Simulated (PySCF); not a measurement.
CBrF3, SMILES FC(F)(F)Br (connectivity only; charge and spin as stated), charge +1, multiplicity 2.

Geometry: B3LYP-D3(BJ)/def2-SVP. The spin state was assumed, not searched.

These are TDA-LC-ωPBE/def2-SVPD in PySCF values and carry that method's errors.

Vertical excitations. The molecule is in vacuum.

```json
[
 {"state": "root 2", "energy (eV)": "1.17", "λ (nm)": "1061", "f": "0.000", "main pairs": "β HOMO−1→LUMO 99 %"},
 {"state": "root 3", "energy (eV)": "4.43", "λ (nm)": "280", "f": "0.004", "main pairs": "α HOMO−1→LUMO 43 %, β HOMO−1→LUMO+1 55 %"},
 {"state": "root 4", "energy (eV)": "4.59", "λ (nm)": "270", "f": "0.000", "main pairs": "α HOMO→LUMO 11 %, β HOMO→LUMO+1 88 %"},
 {"state": "root 5", "energy (eV)": "5.22", "λ (nm)": "237", "f": "0.000", "main pairs": "α HOMO→LUMO 88 %, β HOMO→LUMO+1 12 %"},
 {"state": "root 6", "energy (eV)": "6.61", "λ (nm)": "188", "f": "0.000", "main pairs": "α HOMO−2→LUMO 99 %"},
 {"state": "root 7", "energy (eV)": "7.25", "λ (nm)": "171", "f": "0.677", "main pairs": "α HOMO−1→LUMO 52 %, β HOMO−1→LUMO+1 40 %"},
 {"state": "root 8", "energy (eV)": "7.98", "λ (nm)": "155", "f": "0.000", "main pairs": "α HOMO−3→LUMO 66 %, β HOMO−2→LUMO+1 33 %"},
 {"state": "root 9", "energy (eV)": "8.15", "λ (nm)": "152", "f": "0.000", "main pairs": "β HOMO−2→LUMO 99 %"},
 {"state": "root 10", "energy (eV)": "8.24", "λ (nm)": "150", "f": "0.000", "main pairs": "α HOMO−3→LUMO 33 %, β HOMO−2→LUMO+1 66 %"}
]
```
Unrestricted roots are not spin-pure.
